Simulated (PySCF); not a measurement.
## Frontier levels across methods

Species: C3H6B2.
Structure used (PBE0-D3(BJ)/def2-SVP), in Å, numbered top down from 1:
```xyz
11
C3H6B2 angstrom
B     -1.3599   -0.1519    0.1886
C     -0.0266    0.0319   -0.6110
B      0.3382    1.5486   -0.4763
C      1.0271   -0.9386   -0.4023
C      1.9098   -1.7486   -0.2223
H     -2.3245    0.5046   -0.1231
H     -1.4250   -0.9290    1.1090
H     -0.4259    0.0225   -1.6546
H      1.3888    1.8925    0.0065
H     -0.4550    2.3759   -0.8566
H      2.6919   -2.4667   -0.0607
```

Basis pcSseg-2 throughout (PySCF), one geometry. One conformer (not necessarily the lowest) at the PBE0-D3(BJ)/def2-SVP geometry, without solvent, vibrations or thermal averaging.

Question: How do the orbital energies, the gap and the dipole change with the method?

Answer: 
| method | kind | HOMO (eV) | LUMO (eV) | gap (eV) | μ (D) | SCF cycles |
| --- | --- | --- | --- | --- | --- | --- |
| BLYP | GGA | -6.21 | -3.10 | 3.11 | 0.67 | 14 |
| B97-D | GGA | -6.30 | -3.03 | 3.27 | 0.67 | 14 |
| OPBE | GGA | -6.34 | -3.07 | 3.27 | 0.69 | 15 |
| KT2 | GGA | -6.36 | -3.26 | 3.10 | 0.63 | 14 |
| KT3 | GGA | -6.36 | -3.16 | 3.20 | 0.65 | 14 |
| PBE | GGA | -6.38 | -3.26 | 3.12 | 0.67 | 14 |
| BP86 | GGA | -6.46 | -3.30 | 3.16 | 0.67 | 14 |
| LDA | LDA | -6.56 | -3.53 | 3.03 | 0.68 | 14 |
| B97-2 | global hybrid | -7.27 | -2.22 | 5.05 | 0.68 | 14 |
| B3LYP | global hybrid | -7.30 | -2.47 | 4.83 | 0.68 | 14 |
| PBE0 | global hybrid | -7.53 | -2.25 | 5.28 | 0.69 | 14 |
| mPW1PW91 | global hybrid | -7.55 | -2.24 | 5.31 | 0.68 | 14 |
| BHandHLYP | global hybrid | -8.55 | -1.21 | 7.35 | 0.70 | 12 |
| CAM-B3LYP | range-separated hybrid | -8.87 | -1.15 | 7.72 | 0.69 | 12 |
| wB97X-D | range-separated hybrid | -9.38 | -0.34 | 9.04 | 0.70 | 13 |
| HF | Hartree–Fock | -10.14 | 1.16 | 11.30 | 0.71 | 11 |
| LC-wPBE | range-separated hybrid | -10.28 | 0.05 | 10.34 | 0.70 | 12 |

The HOMO spans 4.08 eV, from BLYP down to LC-wPBE, and the gap runs from 3.03 eV (LDA) to 11.30 eV (HF). Over the methods BLYP (0 %), B97-D (0 %), OPBE (0 %), KT2 (0 %), KT3 (0 %), PBE (0 %), BP86 (0 %), LDA (0 %), B97-2 (21 %), B3LYP (20 %), PBE0 (25 %), mPW1PW91 (25 %), BHandHLYP (50 %), HF (100 %), a straight line through the gap against the share of exact exchange rises by 0.82 eV for each 10 % (correlation coefficient 0.999). The dipole ranges from 0.63 D (KT2) to 0.71 D (HF). This basis has no diffuse functions.

The vertical ΔSCF ionisation energy at CAM-B3LYP/def2-SVPD is 9.87 eV; −ε(HOMO) comes closest to it with HF (10.14 eV).
